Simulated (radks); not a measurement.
Species: Tm XXXV. Configuration: [Ar] 3d10 4s2 4p4 4f1 (not the ground configuration). All-electron calculation, Dirac Kohn-Sham, AM05, spin-unpolarised, spherical densities, finite nucleus; open shells fill j = l - 1/2 first; Fermi nuclear charge, rms radius 5.2256 fm. Program: a radial shooting solver on a logarithmic mesh with Libxc functionals.

Normalised radial functions P(r) = r R(r) (large component), r in bohr:

r          3d3/2    4d5/2
0.002442  0.0005   0.0001
0.0035    0.0012   0.0004
0.005056  0.0029   0.0012
0.007247  0.0072   0.0032
0.01039   0.0180   0.0086
0.01501   0.0452   0.0231
0.02151   0.1082   0.0579
0.03083   0.2472   0.1368
0.04455   0.5337   0.3013
0.06386   1.0173   0.5746
0.09153   1.6691   0.9094
0.1322    2.2368   1.0604
0.1895    2.2431   0.6032
0.2717    1.5385  -0.5524
0.3925    0.6100  -1.6000
0.5626    0.1175  -1.4197
0.8064    0.0079  -0.5172
1.165     0.0001  -0.0586

3d3/2: eigenvalue -2824.2 eV, 0 radial nodes, <r> = 0.194 bohr, 90 % of the charge inside 0.300 bohr. 4d5/2 (empty): eigenvalue -1316.1 eV, 1 radial node at r = 0.233 bohr, <r> = 0.461 bohr, 90 % of the charge inside 0.670 bohr.
